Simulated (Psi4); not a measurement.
Psi4 input (wB97X-D/6-311+G**):

```
memory 1500 MB

molecule {
1 1
C    -0.00000000   -0.00000000   -0.69355300
F     0.00000000    0.00000000    0.46236900
symmetry c1
no_reorient
no_com
}

set {
  basis 6-311+G**
  reference rks
  scf_type pk
  dft_radial_points 99
  dft_spherical_points 590
  e_convergence 1e-8
  d_convergence 1e-7
  maxiter 150
}

e = energy('wb97x-d')
print_out(f'\nFINAL {e:.10f} DIPOLE {variable("CURRENT DIPOLE")[0]:.6f} {variable("CURRENT DIPOLE")[1]:.6f} {variable("CURRENT DIPOLE")[2]:.6f}\n')
```

Output:

```
   => Loading Basis Set <=

    Name: 6-311+G**
    Role: ORBITAL
    Keyword: BASIS
    atoms 1 entry C          line   129 file 6-311pgss.gbs
    atoms 2 entry F          line   192 file 6-311pgss.gbs

   => WB97X-D: Empirical Dispersion <=

    Chai and Head-Gordon Dispersion Correction
    Chai, J.-D.; Head-Gordon, M. (2010), J. Chem. Phys., 132: 6615-6620

        s6 =       1.000000

         ---------------------------------------------------------
                                   SCF
               by Justin Turney, Rob Parrish, Andy Simmonett
                          and Daniel G. A. Smith
                              RKS Reference
         ---------------------------------------------------------

  ==> Geometry <==

    Molecular point group: c1
    Full point group: C_inf_v

    Geometry (in Angstrom), charge = 1, multiplicity = 1:

       Center              X                  Y                   Z               Mass
    ------------   -----------------  -----------------  -----------------  -----------------
         C            0.000000000000     0.000000000000    -0.693553000000    12.000000000000
         F            0.000000000000     0.000000000000     0.462369000000    18.998403162730

  Running in c1 symmetry.

  Rotational constants: A = ************  B =      1.71426  C =      1.71426 [cm^-1]
  Rotational constants: A = ************  B =  51392.22187  C =  51392.22187 [MHz]
  Nuclear repulsion =   24.721018698649221

  Charge       = 1
  Multiplicity = 1
  Electrons    = 14
  Nalpha       = 7
  Nbeta        = 7

  ==> Algorithm <==

  SCF Algorithm Type is PK.
  DIIS enabled.
  MOM disabled.
  Fractional occupation disabled.
  Guess Type is SAD.
  Energy threshold   = 1.00e-08
  Density threshold  = 1.00e-07
  Integral threshold = 1.00e-12

  ==> Primary Basis <==

  Basis Set: 6-311+G**
    Blend: 6-311+G**
    Number of shells: 20
    Number of basis functions: 44
    Number of Cartesian functions: 46
    Spherical Harmonics?: true
    Max angular momentum: 2

  ==> DFT Potential <==

   => LibXC <=

    Version 7.1.2
    S. Lehtola, C. Steigemann, M. J. T. Oliveira, and M. A. L. Marques,  SoftwareX 7, 1–5 (2018) (10.1016/j.softx.2017.11.002)

   => Composite Functional: WB97X-D <=

    wB97X-D Hyb-GGA Exchange-Correlation Functional

    J.-D. Chai and M. Head-Gordon,  Phys. Chem. Chem. Phys. 10, 6615–6620 (2008) (10.1039/B810189B)

    Deriv               =              1
    GGA                 =           TRUE
    Meta                =          FALSE

    Exchange Hybrid     =           TRUE
    MP2 Hybrid          =          FALSE

   => Exchange-Correlation Functionals <=

    1.0000   wB97X-D range-separated functional

   => Exact (HF) Exchange <=

    0.7780            HF,LR [omega = 0.2000]
    0.2220               HF

   => LibXC Density Thresholds  <==

    XC_HYB_GGA_XC_WB97X_D:  1.00E-14

   => Molecular Quadrature <=

    Radial Scheme          =       TREUTLER
    Pruning Scheme         =           NONE
    Nuclear Scheme         =       TREUTLER

    Blocking Scheme        =         OCTREE
    BS radius alpha        =              1
    Pruning alpha          =              1
    Radial Points          =             99
    Spherical Points       =            590
    Total Points           =         115216
    Total Blocks           =            931
    Max Points             =            256
    Max Functions          =             44
    Weights Tolerance      =       1.00E-15

  ==> Integral Setup <==

  Using in-core PK algorithm.
   Calculation information:
      Number of atoms:                   2
      Number of AO shells:              20
      Number of primitives:             38
      Number of atomic orbitals:        46
      Number of basis functions:        44

      Integral cutoff                 1.00e-12
      Number of threads:                 1

  Performing in-core PK
  Using 1471635 doubles for integral storage.
  We computed 22155 shell quartets total.
  Whereas there are 22155 unique shell quartets.

  Computing range-separated integrals for PK
  We computed 22155 wK shell quartets total.
  Whereas there are 22155 wK unique shell quartets.

  ==> DiskJK: Disk-Based J/K Matrices <==

    J tasked:                  Yes
    K tasked:                  Yes
    wK tasked:                 Yes
    Omega:               2.000E-01
    Schwarz Cutoff:          1E-12


  Cached 100.0% of DFT collocation blocks in 0.135 [GiB].

  Minimum eigenvalue in the overlap matrix is 3.5060042963E-03.
  Reciprocal condition number of the overlap matrix is 7.8169140168E-04.
    Using symmetric orthogonalization.

  ==> Pre-Iterations <==

  SCF Guess: Superposition of Atomic Densities via on-the-fly atomic UHF (no occupation information).

   -------------------------
    Irrep   Nso     Nmo
   -------------------------
     A         44      44
   -------------------------
    Total      44      44
   -------------------------

  ==> Iterations <==

                        Total Energy        Delta E     RMS |[F,P]|

   @RKS iter SAD:  -137.43729387787323   -1.37437e+02   0.00000e+00
   @RKS iter   1:  -137.40736499389084    2.99289e-02   4.65337e-03 DIIS/ADIIS
   @RKS iter   2:  -137.43295843675230   -2.55934e-02   1.51225e-03 DIIS/ADIIS
   @RKS iter   3:  -137.43408040371455   -1.12197e-03   1.80999e-04 DIIS/ADIIS
   @RKS iter   4:  -137.43411532010398   -3.49164e-05   1.06392e-04 DIIS/ADIIS
   @RKS iter   5:  -137.43411969252543   -4.37242e-06   6.93808e-05 DIIS
   @RKS iter   6:  -137.43412235298680   -2.66046e-06   1.74458e-06 DIIS
   @RKS iter   7:  -137.43412235965201   -6.66520e-09   1.98049e-07 DIIS
   @RKS iter   8:  -137.43412235973562   -8.36167e-11   3.74430e-08 DIIS
  Energy and wave function converged.

  ==> Post-Iterations <==

   Electrons on quadrature grid:
      Ntotal   =   14.0000000053 ; deviation = 5.331e-09

    Orbital Energies [Eh]
    ---------------------

    Doubly Occupied:

       1A    -25.375763     2A    -10.921073     3A     -1.929733
       4A     -1.222158     5A     -1.081952     6A     -1.081952
       7A     -0.883135

    Virtual:

       8A     -0.387001     9A     -0.387001    10A     -0.126380
      11A     -0.074242    12A     -0.070251    13A     -0.070251
      14A      0.043901    15A      0.089716    16A      0.096535
      17A      0.096535    18A      0.170431    19A      0.317633
      20A      0.317633    21A      0.371519    22A      0.602828
      23A      0.931359    24A      0.945725    25A      0.945725
      26A      0.970483    27A      0.970483    28A      1.124530
      29A      1.124530    30A      1.425113    31A      1.696488
      32A      2.326704    33A      2.326704    34A      2.705354
      35A      3.359083    36A      3.359084    37A      3.770658
      38A      3.770658    39A      4.256580    40A      5.872277
      41A      5.872277    42A      6.309271    43A     23.315701
      44A     66.335848

    Final Occupation by Irrep:
              A
    DOCC [     7 ]
    NA   [     7 ]
    NB   [     7 ]

  @RKS Final Energy:  -137.43412235973562

   => Energetics <=

    Nuclear Repulsion Energy =             24.7210186986492211
    One-Electron Energy =                -231.8468899344816805
    Two-Electron Energy =                  80.5752114780121218
    DFT Exchange-Correlation Energy =     -10.8834616288305011
    Empirical Dispersion Energy =          -0.0000009730848018
    VV10 Nonlocal Energy =                  0.0000000000000000
    Total Energy =                       -137.4341223597356247

Computation Completed

Properties will be evaluated at   0.000000,   0.000000,   0.000000 [a0]

Properties computed using the SCF density matrix

 Multipole Moments:

 ------------------------------------------------------------------------------------
     Multipole            Electronic (a.u.)      Nuclear  (a.u.)        Total (a.u.)
 ------------------------------------------------------------------------------------

 L = 1.  Multiply by 2.5417464519 to convert [e a0] to [Debye]
 Dipole X            :          0.0000000            0.0000000            0.0000000
 Dipole Y            :          0.0000000            0.0000000            0.0000000
 Dipole Z            :         -0.4055948            0.0000057           -0.4055892
 Magnitude           :                                                    0.4055892

 ------------------------------------------------------------------------------------

FINAL -137.4341223597 DIPOLE 0.000000 0.000000 -0.405589

*** Psi4 exiting successfully. Buy a developer a beer!
```

The dipole moment of an ion depends on the origin.

The geometry given is a B3LYP-D3(BJ)/def2-TZVP minimum.
